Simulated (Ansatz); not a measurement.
A made-up structure of C₂H₄Se, closed shell:

```
7
angstrom
C -0.4693 0.4970 0.0558
C 0.5126 -0.5862 -0.1641
Se 1.6336 -1.2270 1.0195
H -1.4802 0.1330 -0.1649
H -0.2852 1.3142 -0.6524
H 2.4314 -1.7233 2.2016
H 0.5224 -1.0125 -1.1678
```

It is relaxed with PBE-D4/def2-SVP and then PBE0-D4/def2-TZVP (Ansatz 0.2.0). Atoms count as bonded within 1.22 times the sum of their covalent radii (H–H: 0.88 Å). The end point is not checked to be a true minimum.

(1) Does its bonding change? (Judge from chemistry; the calculation decides.)

Answers

(1) Computed: No: no bond forms or breaks.

Where it ends: The first stage lowers the energy by 5.51 eV in 13 steps. It ends as C₂H₄Se ([CH2][CH][SeH]):
```csv
atom,x (Å),y (Å),z (Å)
C1,-0.3386,0.1863,-0.0521
C2,0.7601,-0.4855,-0.3628
Se3,1.8586,-1.5056,0.7885
H4,-0.7395,0.2188,0.9546
H5,-0.8764,0.7338,-0.8176
H6,1.0626,-1.2526,1.9969
H7,1.1385,-0.5000,-1.3800
```

Labels in which every atom is bracketed show which atoms are joined, not bond orders.

For scale, one of the runs: PBE0-D4/def2-TZVP relaxation, 134 basis functions, launched by `ansatz run in.yaml --threads 2 --pin off --events-out ev --progress --plain --max-ram 4352MiB`. Hardware: 2 CPU threads of an Arm Neoverse V1, shared host. Wall time about 16 s.
